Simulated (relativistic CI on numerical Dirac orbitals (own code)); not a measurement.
**Electric-dipole lines of Au II**

Computed by Dirac-Coulomb-Breit CI, orbitals from a KLI potential per configuration, QED by a radiative potential, valence Slater integrals scaled by 0.85, P86 correlation energy added to each configuration (own radial code, finite nucleus).

Configurations in the expansion (outside the closed core [Xe] 4f14): 5d10, 5d9 6s, 5d8 6s2, 5d9 6p, 5d9 7s, 5d9 6d, 5d9 7p, 5d8 6s 6p, 5d9 8s, 5d9 5f, 5d9 7d, 5d9 8p, 5d9 6f, 5d9 5g, 5d9 8d, 5d9 7f, 5d8 6s 7s, 5d8 6p2. Levels of other configurations are missing.

```csv
λ vac (Å),Lower,Upper,A (s⁻¹),gf,Branching (%)
1169.8,5d10 1S_0 [1],5d9 6p 1P°_1 [25],8.82e+08,5.43e-01,58.0
1199.2,5d10 1S_0 [1],5d9 6p 3D°_1 [23],5.94e+08,3.84e-01,53.7
1365.9,5d10 1S_0 [1],5d9 6p 3P°_1 [16],1.20e+08,1.01e-01,19.1
1590.9,5d9 6s 3D_2 [3],5d9 6p 3D°_1 [23],3.53e+07,4.01e-02,3.2
1866.0,5d9 6s 3D_1 [4],5d9 6p 3D°_1 [23],2.80e+08,4.39e-01,25.3
1945.3,5d9 6s 1D_2 [5],5d9 6p 3D°_1 [23],1.95e+08,3.32e-01,17.6
2048.6,5d9 6s 3D_3 [2],5d9 6p 3F°_3 [12],1.56e+08,6.88e-01,38.3
2094.8,5d9 6s 3D_1 [4],5d9 6p 3F°_2 [20],2.49e+08,8.18e-01,61.3
2169.9,5d9 6s 3D_2 [3],5d9 6p 3F°_3 [12],2.49e+08,1.23e+00,61.2
2195.2,5d9 6s 1D_2 [5],5d9 6p 3F°_2 [20],1.46e+08,5.29e-01,36.1
```

Terms are leading LS components. Brackets give the number of a level in order of energy, since labels repeat. The list gives strong lines, with weight on those to low levels, without lines whose two gauges differ by over a factor of 2.5, among the lowest 315 of 425 levels, so that lines to higher ones, which can be the strongest, are missing, and without lines across small gaps between configurations, and without 243 lines that miss the measured interval by over 3.5 %, start from a term whose rates miss tabulated ones by over 60 %, have gauges far apart or, lacking measured levels, span too small a gap for the errors found; lines with a level outside our table were not tested and can miss by more. Levels whose partners in the same complex of configurations lie outside the list can be far off, and so can their lines. Rates are taken at the computed energies, electric ones in the length gauge.

For a near-neutral ion this model can misplace configurations by up to about 10,000 cm⁻¹ (more where the count of f electrons changes) and terms by 10 to 25 % of their spread. Rates follow the energies as ν³ (E1, M1) or ν⁵ (E2), so they and the lifetimes can be off by large factors. The fine structure of a lone outer electron comes out too small, for d and f at times inverted, and misplaced configurations move strength between like terms. 24 of the 31 excited levels that our extract of the measured tables holds in this range could be paired (the sources list more); they are missed by 2351 cm⁻¹ on average and 7240 at most, and levels without a partner can miss by more.

Task: From the table, what is the radiative lifetime of 5d9 6p 3D°_1?

Result: The listed rates from this level add up to about 1.10e+09 s⁻¹, 100 % of its decay; with all channels τ = 9.04e-10 s.

LS names give the leading component of a level, which can be under half, so a name can repeat, a term be missing and a line seem to break the LS rules.
